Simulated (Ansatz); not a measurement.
Basis-set extrapolation for FH5O3Si2 (`O[SiH](O)[SiH](O)F`) (PBE0-D4/def2-TZVP geometry, frozen core, Ansatz). Multiplicity 1, RHF reference.

|  | def2-TZVPP | def2-QZVPP |
| --- | --- | --- |
| HF | -905.205664 | -905.240376 |
| MP2 correlation | -1.205913 | -1.309957 |
| CCSD(T) correlation | -1.274729 | not run |

Energies in hartree. Use E(X) = E(∞) + A·exp(−7.88·√X) for Hartree–Fock and E(X) = E(∞) + B·X^(−2.97) for correlation, with X = 3 and 4, and add CCSD(T) minus MP2 of the smaller set to the MP2 limit.

Task: What is the CCSD(T) energy at the basis-set limit?

Result: HF limit: -905.240376 + (-0.034712) × 0.13774 = -905.24516. MP2 limit: -1.309957 + (-0.104044) × 0.74074 = -1.38703. Higher-order term: -1.274729 − (-1.205913) = -0.06882. Total: -906.70101 hartree, 579.2 kJ/mol below CCSD(T)/def2-TZVPP.
